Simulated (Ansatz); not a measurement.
Consider the ligand exchange at a B–C bond: `NB(N)CO` + H₂S → `NB(N)S` + CH₃OH.

Computed with Ansatz on PBE0-D4/def2-TZVP structures; ΔE is electronic, products minus reactants. CCSD(T)/CBS is the MP2 limit (def2-TZVPP, def2-QZVPP) plus CCSD(T) − MP2 in def2-TZVPP, frozen cores. This one scheme is used for every species. Functionals use def2-TZVPP. HSE06 is defined as in plane-wave codes. Each species was taken in one conformer, which may not be the lowest.

`NB(N)CO`:

```xyz
12

N     0.463    1.076   -0.951
B    -0.318    0.166   -0.210
N    -1.669   -0.110   -0.519
C     0.378   -0.570    1.017
O     1.804   -0.491    1.015
H     0.132    1.629   -1.720
H     1.384    1.321   -0.630
H    -2.193    0.362   -1.233
H    -2.206   -0.791   -0.015
H     0.061   -0.089    1.949
H     0.050   -1.617    1.101
H     2.113   -0.885    0.196
```

H₂S:

Cartesian coordinates in Å:
```
S -0.610 0.104 0.027
H 0.442 0.837 -0.370
H 0.168 -0.941 0.343
```

`NB(N)S`:

```xyz
9

N    -0.506   -0.498   -1.013
B     0.009    0.108    0.152
N     1.392    0.171    0.422
S    -1.106    0.882    1.401
H     0.076   -0.955   -1.692
H    -1.472   -0.451   -1.276
H     1.762    0.520    1.287
H     2.095   -0.130   -0.228
H    -2.251    0.354    0.947
```

CH₃OH:

```xyz
6

C    -0.292   -0.122    0.163
O     0.527    0.811   -0.503
H    -1.238    0.377    0.375
H     0.139   -0.453    1.115
H    -0.504   -1.006   -0.452
H     1.368    0.393   -0.698
```

```csv
level,ΔE (kJ/mol)
r2SCAN0,-56.7
HSE06,-55.8
MP2/def2-TZVPP,-57.0
SCS-MP2/def2-QZVPP,-57.2
```

(1) What does CCSD(T)/CBS give? (An estimate is asked.)

(2) What do rigid-rotor, harmonic-oscillator terms from PBE0-D4/def2-TZVP frequencies (298.15 K, 1 bar) make of the CCSD(T)/CBS value? (Estimate.)

Largest T1 diagnostic among the species: 0.011.

Answers

(1) Computed: -53.7 kJ/mol. The listed levels differ from it by -3.0, -2.1, -3.3, -3.5 kJ/mol.

(2) Computed: ΔZPE = +7.1 kJ/mol, ΔH = -47.0 kJ/mol, ΔS = 21 J/(mol·K), ΔG = -53.1 kJ/mol.

Leaving LDA and LC-ωPBE aside and taking each functional with its dispersion term where it has one, the values, not all of them listed here, spread over 7.1 kJ/mol, from PBE-QIDH to CAM-B3LYP-D4. LDA lies +7.4 kJ/mol from PBE without D4. At CCSD(T), def2-SVP lies +3.2 kJ/mol from the extrapolated value and def2-TZVPP +2.3 kJ/mol.
